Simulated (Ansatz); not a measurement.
Si₄Ni⁺. The state is a doublet with charge 1. Geometry PBE-D4/def2-SVP.

```xyz
5

Ni   -0.514    0.621   -0.838
Si    1.666    0.630   -0.654
Si   -0.467   -0.999    1.168
Si   -1.176    1.162    1.173
Si    0.491   -1.415   -0.849
```

At ωB97X-V/def2-TZVP the charge 1 doublet is spin-contaminated (final ⟨S²⟩ up to 0.93, 0.75 for a pure state). Another isomer (doublet) lies 1.03 eV lower at PBE0-D4/def2-TZVP; other spin states weren't run for this one.

Question: Estimate the α-spin orbital energies around the gap (eV) in Ansatz with PBE-D4/def2-SVP, BLYP-D4/def2-TZVP, r2SCAN-D4/def2-TZVP, PBE0-D4/def2-SVP, ωB97X-V/def2-TZVP.

Answer: 
```tsv
orbital	PBE-D4/def2-SVP	BLYP-D4/def2-TZVP	r2SCAN-D4/def2-TZVP	PBE0-D4/def2-SVP	ωB97X-V/def2-TZVP
HOMO−13	-72.24	-71.89	-74.59	-77.09	-78.64
HOMO−12	-19.77	-19.30	-20.18	-21.61	-24.43
HOMO−11	-17.54	-17.19	-17.91	-19.20	-21.89
HOMO−10	-15.96	-15.64	-16.24	-17.41	-19.98
HOMO−9	-13.94	-13.70	-14.18	-15.30	-17.71
HOMO−8	-12.31	-12.08	-12.64	-14.00	-16.30
HOMO−7	-12.08	-11.87	-12.38	-13.88	-16.11
HOMO−6	-12.06	-11.77	-12.28	-13.51	-15.66
HOMO−5	-11.91	-11.68	-12.18	-13.25	-15.34
HOMO−4	-11.52	-11.33	-11.76	-12.94	-15.04
HOMO−3	-11.49	-11.32	-11.73	-12.60	-14.43
HOMO−2	-11.04	-10.73	-11.16	-11.99	-13.78
HOMO−1	-10.21	-9.97	-10.38	-11.34	-13.12
HOMO	-9.84	-9.53	-10.04	-10.73	-12.51
LUMO	-9.36	-9.09	-9.34	-8.81	-6.82
LUMO+1	-8.75	-8.48	-8.68	-8.10	-6.17
LUMO+2	-7.79	-7.51	-7.60	-7.04	-4.95
LUMO+3	-7.52	-7.27	-7.43	-6.85	-4.75
LUMO+4	-7.36	-7.12	-7.20	-6.61	-4.58
LUMO+5	-5.65	-5.55	-5.41	-4.79	-2.85
β HOMO	-10.08	-9.86	-10.26	-11.15	-12.87
β LUMO	-9.32	-9.06	-9.19	-8.63	-6.67
```
